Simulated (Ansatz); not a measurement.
A structure relaxed at PBE-D4/def2-SVP in Ansatz, charge 0, singlet:

```xyz
6

Ga   -1.087   -2.221    1.564
Ga    0.018    0.038   -0.289
P     0.742    1.545   -1.757
F    -0.844   -1.684   -0.426
F     1.326    2.683   -0.678
F    -0.154   -0.360    1.586
```

**Question.** Give its formula and point group.

**Answer.** the cluster Ga₂PF₃. Point group Cs (tolerance 0.1 Å).

**Question.** Summarise the bond lengths by kind (pairs closer than 1.2 times the sum of covalent radii, bridged metal pairs left out).

**Answer.** 4 × F–Ga 1.92 to 2.08 Å; 1 × F–P 1.67 Å; 1 × Ga–P 2.23 Å.

Another isomer (singlet) lies 1.52 eV lower at PBE0-D4/def2-TZVP; other spin states weren't run for this one.
